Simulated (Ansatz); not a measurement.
Basis sets compared for GeMe2 (C₂H₆Ge). Charge 0, multiplicity 1. Geometry PBE-D4/def2-TZVP. Ansatz on 4 threads of Arm Neoverse V2 on a shared host; times are rough, and most runs start from earlier orbitals.

```xyz
9

Ge   -0.386   -1.281    0.400
C    -0.904    0.557    1.039
H    -1.375    1.108    0.207
H    -0.002    1.124    1.324
H    -1.599    0.533    1.889
C     0.883   -0.624   -1.019
H     1.700   -0.062   -0.535
H     0.368    0.083   -1.691
H     1.316   -1.438   -1.614
```

The 6-31G sets use Cartesian d functions. B3LYP takes the VWN-RPA correlation.

Binding counts from free atoms (Ge triplet, C triplet, H doublet) in the same basis, without a counterpoise term.

| level | functions | energy (Eh) | HOMO (eV) | LUMO (eV) | binding per atom (eV) | wall time |
| --- | --- | --- | --- | --- | --- | --- |
| PBE-D4/def2-SVP | 90 | -2156.0431 | -4.99 | -3.00 | 3.65 | 0.6 s |
| B3LYP-D4/6-31G | 59 | -2156.4923 | -5.68 | -2.36 | 3.59 | 0.6 s |
| PBE0-D4/def2-SVP | 90 | -2156.1139 | -6.03 | -2.18 | 3.62 | 0.8 s |

Problem. Estimate the rows for PBE-D4/def2-TZVP (with forces), B3LYP-D4/def2-TZVP, PBE0-D4/def2-TZVP.

Solution. 
```
                         level  functions  energy (Eh)  HOMO (eV)  LUMO (eV)  binding per atom (eV)  wall time
PBE-D4/def2-TZVP (with forces)        146   -2156.3960      -5.06      -3.05                   3.64      1.1 s
            B3LYP-D4/def2-TZVP        146   -2156.8887      -5.92      -2.47                   3.60      1.2 s
             PBE0-D4/def2-TZVP        146   -2156.4626      -6.07      -2.20                   3.60      1.4 s
```
